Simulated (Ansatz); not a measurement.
Geometry optimisation, RKS B3LYP/def2-SVP (Ansatz).

The input (input.yaml):

```yaml
crystal:
  periodic: [false, false, false]
  atoms:
    - { symbol: Zn, position_ang: [0.1104, -0.578434, -1.157882] }
    - { symbol: H, position_ang: [1.34975, -0.735184, 1.382524] }
    - { symbol: O, position_ang: [1.421092, -1.664414, -1.662089] }
    - { symbol: H, position_ang: [-0.719165, 1.396367, 1.367122] }
    - { symbol: "N", position_ang: [-1.325982, 0.578343, -0.698988] }
    - { symbol: H, position_ang: [0.980613, -0.185803, 1.624058] }
    - { symbol: F, position_ang: [-0.270362, 1.521377, 2.157018] }
    - { symbol: H, position_ang: [2.146569, -1.756832, -1.027622] }
    - { symbol: H, position_ang: [-1.47203, 1.332289, -1.372771] }
    - { symbol: H, position_ang: [-2.220986, 0.09229, -0.611371] }
basis:
  gaussian: { orbitals: def2-SVP }
hamiltonian:
  xc: b3lyp
relax:
  f_tol: 0.03
  max_steps: 50
```

Run as:

```bash
$ ansatz run input.yaml --threads 2 --pin off --max-ram 3072MiB --backend cpu --events-out ev --progress --plain --runs-dir out
```

Problem. Where does it end, and by what steps?

Solution. It converged. After 6 steps the energy has fallen by 0.404 eV; H4 moved furthest, 0.45 Å.

| step | energy less start (eV) | largest force component (eV/Å) | accepted |
| --- | --- | --- | --- |
| 0 | 0.0000 | 1.937 | yes |
| 1 | -0.2567 | 0.455 | yes |
| 2 | -0.3787 | 0.475 | yes |
| 3 | -0.3958 | 0.235 | yes |
| 4 | -0.4016 | 0.137 | yes |
| 5 | -0.4030 | 0.071 | yes |
| 6 | -0.4035 | 0.015 | yes |

```xyz
10
Properties=species:S:1:pos:R:3
Zn 0.156 -0.529 -1.003
H 1.318 -0.777 1.363
O 1.391 -1.636 -1.633
H -0.779 1.219 0.956
N -1.218 0.622 -0.493
H 0.887 -0.175 1.562
F -0.409 1.465 1.824
H 2.163 -1.730 -1.061
H -1.389 1.386 -1.150
H -2.119 0.155 -0.365
```

Whether the end is a true minimum wasn't checked by a vibrational analysis.

The run took 26 s on 2 threads of Intel(R) Xeon(R) Platinum 8259CL CPU @ 2.50GHz (Skylake/Cascade Lake), on a shared host, peak memory 0.24 GiB.
